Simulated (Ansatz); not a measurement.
A set of 12 reactions (group exchange), with CCSD(T)/CBS values in kJ/mol:

| reaction | ΔE |
| --- | --- |
| `CCCCC(O)CC` + `CCCCCCC` → `CCCCCCCCCCC` + `CCCO` | 16.8 |
| `[Cl][GeH]([Cl])[SeH]` + H₂O → H₂Se + `[OH][GeH]([Cl])[Cl]` | 22.2 |
| `CB(F)BCl` + `C=C` → `C=CB(C)BCl` + H–F | 113.2 |
| `[OH][Ga]([F])[Br]` + `FCCCl` → `[OH][GaH][Br]` + `FCC(F)Cl` | 146.4 |
| `FC([SiH3])[SeH]` + `BBCl` → `ClBB[SeH]` + `FC[SiH3]` | -130.1 |
| `[CH3][Sn]([CH3])([F])[F]` + SiH₄ → `[CH3][Sn]([F])([F])[SiH3]` + CH₄ | -35.9 |
| `[OH][Al]([SiH3])[Cl]` + `SC1=CC1` → `[SiH3]C1=CC1` + `[OH][Al]([SH])[Cl]` | -153.4 |
| `[F][Sn]([F])([F])[GeH3]` + `[CH3][AlH2]` → `[AlH2][CH2][GeH3]` + `[F][SnH]([F])[F]` | 69.6 |
| `[AlH2][SiH3]` + `FB[SiH3]` → `F[B]([AlH2])[SiH3]` + SiH₄ | 42.3 |
| `ClCBr` + `C=NC` → `C/N=C\CCl` + HBr | -30.7 |
| `CB(F)BCl` + `CCl` → `ClBCCl` + `CBF` | -30.3 |
| `[OH][GaH2]` + `C/C(O)=N\[SiH3]` → `O/[C]([GaH2])=N/[SiH3]` + CH₃OH | 145.0 |

Calculated with Ansatz (gas phase, PBE0-D4/def2-TZVP geometries, no zero-point term in ΔE). CBS: MP2 limit from def2 TZ/QZ plus the TZ coupled-cluster correction, frozen cores. This one scheme is used for every species. Double bonds are as drawn, so ΔE can hold a change between cis and trans. Functionals use def2-TZVPP. Elements past krypton have def2 core potentials. For Br, Ga, Ge, Se, Sn outer-core shells are correlated without core-valence functions, which leaves a few kJ/mol of doubt a bond. Scalar relativity is left out up to krypton. One conformer a species, not always the lowest.

Give the mean, mean absolute and largest difference (level minus CCSD(T)/CBS, kJ/mol) for: PBE-D4, r2SCAN-D4, ωB97X-V, ωB97M-V, r2SCAN, PBE0, MP2/def2-TZVPP, SCS-MP2/def2-TZVPP, CCSD/def2-TZVPP, CCSD(T)/def2-TZVPP, HF/def2-QZVPP, SCS-MP2/def2-QZVPP, HF/CBS(def2), CCSD/CBS(def2). (An estimate is asked.)

Computed: 
```tsv
level	mean	mean absolute	largest
PBE-D4	0.4	7.3	28.8
r2SCAN-D4	-0.1	4.6	-9.4
ωB97X-V	0.6	4.3	11.0
ωB97M-V	-0.7	3.5	-10.4
r2SCAN	0.3	4.9	-9.3
PBE0	0.9	5.4	19.3
MP2/def2-TZVPP	-0.1	4.3	11.2
SCS-MP2/def2-TZVPP	0.5	4.8	9.3
CCSD/def2-TZVPP	0.0	3.1	-9.1
CCSD(T)/def2-TZVPP	-0.7	2.7	-7.7
HF/def2-QZVPP	2.6	8.4	29.7
SCS-MP2/def2-QZVPP	1.0	4.1	9.7
HF/CBS(def2)	2.6	8.4	29.7
CCSD/CBS(def2)	0.6	1.4	3.9
```

The largest T1 diagnostic in the set is 0.015, for `[OH][GaH2]` (customary mark 0.02).

CCSD(T)/CBS is a level of theory with its own doubt, and the functionals carry their triple-zeta basis error, so these figures describe this set and don't rank the functionals.
